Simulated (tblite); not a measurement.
A tight-binding relaxation on `F[C@H](Cl)C#C[SiH2]Cl`.

Computed with GFN2-xTB geometry optimisation, gas phase (tblite 0.8.0). Start geometry: from a force field or distance geometry. The command runs a driver script over a list of jobs; the input below is this job's line of settings and its coordinates in Å.

Command:
```bash
OMP_NUM_THREADS=1 python probes_run.py task.json out
```

Input:
```
{"job": {"kind": "relax", "xc": "GFN2-xTB", "basis": "xTB"}, "charge": 0, "multiplicity": 1}
F     -2.718500    -0.383600     1.182600
C     -2.261800     0.081500    -0.016500
Cl    -2.849100    -0.962700    -1.306400
C     -0.795100     0.031200     0.008700
C      0.406500    -0.021700     0.047700
Si     2.266800    -0.097700     0.074000
Cl     3.012000     1.782300    -0.289300
H     -2.624900     1.097200    -0.155100
H      2.777600    -0.526000     1.408900
H      2.795400    -0.995800    -0.977000
```

Problem. Give the output.

Solution. 
```
step      E/eV     max force
  0    -639.14878    1.321
  1    -639.18172    1.231
  2    -639.18947    2.048
  3    -639.21056    0.304
  4    -639.21416    0.251
  5    -639.21703    0.163
  6    -639.21878    0.135
  7    -639.22101    0.157
  8    -639.22265    0.130
  9    -639.22415    0.129
... (6 lines left out)
 16    -639.22671    0.014
 17    -639.22672    0.011
 18    -639.22674    0.013
 19    -639.22675    0.017
 20    -639.22677    0.016
 21    -639.22679    0.014
 22    -639.22681    0.016
 23    -639.22684    0.018
 24    -639.22686    0.015
 25    -639.22687    0.009
```

«max force» is the largest atomic force in eV/Å.

Problem. From which step on does the largest force stay under 0.1 eV/Å, and how much energy is left to gain from there?

Solution. From step 10 (0.099 eV/Å), 1.6 meV above the end.

Summary of the converged run: energy lowered by 1.8 kcal/mol over 25 steps; largest atomic force 0.009 eV/Å at the end.

Problem. Where do the atoms end?

Solution. 0.046 Å rms from the input after alignment:
```
atom  x, y, z in Å
F1    -2.7295   -0.3759    1.1823
C2    -2.2077    0.0798    0.0108
Cl3   -2.8198   -0.9694   -1.3223
C4    -0.7631    0.0449    0.0238
C5     0.4387   -0.0350    0.0416
Si6    2.2932   -0.0935    0.0714
Cl7    2.9624    1.7703   -0.2909
H8    -2.6021    1.0911   -0.1551
H9     2.7020   -0.5167    1.4057
H10    2.7349   -0.9910   -0.9899
```

The run took 0.27 s wall on an Arm Neoverse N1 with one thread, shared host.
Labels such as C1 count atoms from 1, the log's own numbers from 0.
